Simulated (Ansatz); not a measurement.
Cost and result for the atomization energy of CH5GeNS (`C[S][Ge][NH2]`) (9 atoms, 8 bonds).

```
atom   x (Å)   y (Å)   z (Å)
  C1  -0.951  -1.766  -0.202
  S2   0.485  -0.678  -0.408
 Ge3  -0.304   1.202   0.508
  N4   1.200   2.191   0.243
  H5  -0.667  -2.627   0.402
  H6  -1.288  -2.108  -1.180
  H7  -1.772  -1.243   0.292
  H8   1.243   3.153   0.536
  H9   2.054   1.878  -0.191
```

The species carries charge 0 and has multiplicity 1. Correlated methods include outer-core shells of Ge, which these sets cover unevenly. Scalar relativity is left out up to krypton. All single points use the PBE0-D4/def2-TZVP geometry. It is one conformer, not always the lowest. Program: Ansatz. Hardware: A = 2 threads of an AMD EPYC 7R13 on a shared host; B = 2 threads of an AMD EPYC 7R13 on a shared host and a share of an NVIDIA H100 80 GB. Times are those of one run each, without the atoms' runs, and a repeat can differ threefold. Electronic energies, without spin–orbit coupling; frozen cores. CCSD(T)/CBS adds CCSD(T) − MP2 in def2-TZVPP to the MP2 limit, and its time is that of the two runs behind it. T1 = 0.014. With those shells the extrapolation isn't a true limit. B3LYP takes the VWN-RPA correlation (the form of Gaussian; ORCA's B3LYP/G).

CCSD(T)/CBS is a level of theory with its own doubt, some kJ/mol a heavy atom from the limit and from the frozen cores, so smaller differences don't rank the functionals.

```tsv
level	functions	wall time	atomization (kcal/mol)	difference from CCSD(T)/CBS	per bond
PBE-D4/def2-TZVPP (with forces) [A]	222	2.9 s	750.3	16.4	2.0
PBE0-D4/def2-TZVPP [A]	222	4.2 s	733.3	-0.6	-0.1
CCSD(T)/def2-TZVPP [B]	222	5.5 s	710.0	-23.9	-3.0
r2SCAN-D4/def2-TZVPP (with forces) [A]	222	6 s	733.2	-0.7	-0.1
B3LYP-D4/def2-TZVPP (with forces) [A]	222	6.5 s	734.4	0.5	0.1
B2PLYP/def2-TZVPP [A]	222	7.5 s	723.6	-10.3	-1.3
ωB97X-V/def2-TZVPP [A]	222	9.5 s	736.0	2.1	0.3
ωB97M-V/def2-TZVPP (with forces) [A]	222	13 s	734.9	1.0	0.1
CCSD(T)/def2-QZVPP [B]	423	20 s	724.0	-9.9	-1.2
CCSD(T)/CBS(def2)	–	25 s	733.9	0.0	0.0
```

In def2-TZVPP, CCSD(T) changes the Hartree–Fock value by +207.2 kcal/mol (the triples alone add +13.5 kcal/mol) and MP2 by +215.1 kcal/mol; breaking electron pairs costs correlation energy, which Hartree–Fock lacks. The D4 term adds +8.0 kcal/mol with B3LYP and +4.1 kcal/mol with PBE0; it sums over pairs of atoms, weighted by their polarisabilities, and B3LYP, whose exchange is more repulsive, gets the larger term. From PBE to PBE0 (25 % exact exchange), in def2-TZVPP and without D4, the atomization energy moves by −16.3 kcal/mol: exact exchange takes away binding that semilocal exchange gives to molecules.
